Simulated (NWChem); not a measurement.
System meant: C$_{3}$H$_{7}$Al; SMILES C=[CH][AlH][CH3]

Input file for NWChem:

```
start job
memory heap 200 mb stack 900 mb global 1100 mb
geometry units angstroms noautoz
  Al    -0.482082     0.505107     0.002251
  H     -2.081246     0.346992     0.000751
  C      0.352789     2.285012     0.000465
  H      0.005497     2.888645     0.867186
  H      0.056918     2.858034    -0.905590
  H      1.461056     2.254062     0.031640
  C      0.535354    -1.168254     0.001335
  C     -0.104901    -2.361963    -0.002175
  H      1.643124    -1.203228     0.003217
  H      0.425693    -3.333344    -0.003266
  H     -1.209296    -2.428683    -0.004148
end
basis spherical
  * library def2-svp
end
dft
  xc b3lyp
  iterations 4
  mulliken
end
task dft energy
```

End of the output:

```
    Atom       Charge   Shell Charges
 -----------   ------   -------------------------------------------------------
    1 Al  13    12.44   2.00  1.94  0.60  0.27  5.81  0.94  0.63  0.25
    2 H    1     1.16   0.64  0.51  0.01
    3 C    6     6.32   1.96  0.59  0.35  1.87  1.50  0.04
    4 H    1     0.96   0.62  0.27  0.07
    5 H    1     0.96   0.62  0.27  0.07
    6 H    1     0.97   0.62  0.28  0.07
    7 C    6     6.25   1.97  0.64  0.37  1.85  1.37  0.05
    8 C    6     6.01   1.97  0.61  0.32  1.81  1.23  0.07
    9 H    1     0.97   0.63  0.28  0.07
   10 H    1     0.98   0.64  0.28  0.06
   11 H    1     0.98   0.64  0.27  0.07

 center of mass
 --------------
 x =  -0.02609414 y =  -0.02174517 z =   0.00040502

 moments of inertia (a.u.)
 ------------------
         696.140419128803           0.000000000000           0.000000000000
           0.000000000000          84.484846257819           0.000000000000
           0.000000000000           0.000000000000         769.300740249156

     Multipole analysis of the density
     ---------------------------------

     L   x y z        total         alpha         beta         nuclear
     -   - - -        -----         -----         ----         -------
     0   0 0 0      0.000000    -19.000000    -19.000000     38.000000

     1   1 0 0      0.251611      0.125806      0.125806      0.000000
     1   0 1 0     -0.029316     -0.014658     -0.014658      0.000000
     1   0 0 1     -0.000063     -0.000031     -0.000031     -0.000000

     2   2 0 0    -26.705218    -42.473720    -42.473720     58.242221
     2   1 1 0     -0.035154     -2.151212     -2.151212      4.267271
     2   1 0 1     -0.002029     -0.008930     -0.008930      0.015831
     2   0 2 0    -24.625190   -220.303546   -220.303546    415.981902
     2   0 1 1      0.000288      0.012092      0.012092     -0.023896
     2   0 0 2    -23.694251    -14.656170    -14.656170      5.618089

 ------------------------------------------------------------------------
 dft energy failed                                                                                  0
 ------------------------------------------------------------------------
 ------------------------------------------------------------------------
  current input line :
    24: task dft energy
 ------------------------------------------------------------------------
 ------------------------------------------------------------------------
 This type of error is most commonly associated with calculations not reaching convergence criteria
 ------------------------------------------------------------------------
 For more information see the NWChem manual at https://nwchemgit.github.io

0:dft energy failed:Received an Error in Communication
```

### Question
Can this run be used? If not, why, and what is the fix?

### Answer
Convergence was not reached. Cause: the SCF was allowed too few iterations. This input runs:
```
start job
memory heap 200 mb stack 900 mb global 1100 mb
geometry units angstroms noautoz
  Al    -0.482082     0.505107     0.002251
  H     -2.081246     0.346992     0.000751
  C      0.352789     2.285012     0.000465
  H      0.005497     2.888645     0.867186
  H      0.056918     2.858034    -0.905590
  H      1.461056     2.254062     0.031640
  C      0.535354    -1.168254     0.001335
  C     -0.104901    -2.361963    -0.002175
  H      1.643124    -1.203228     0.003217
  H      0.425693    -3.333344    -0.003266
  H     -1.209296    -2.428683    -0.004148
end
basis spherical
  * library def2-svp
end
dft
  xc b3lyp
  iterations 150
  mulliken
end
task dft energy
```
It converges to -360.79380 Ha (B3LYP/def2-SVP).
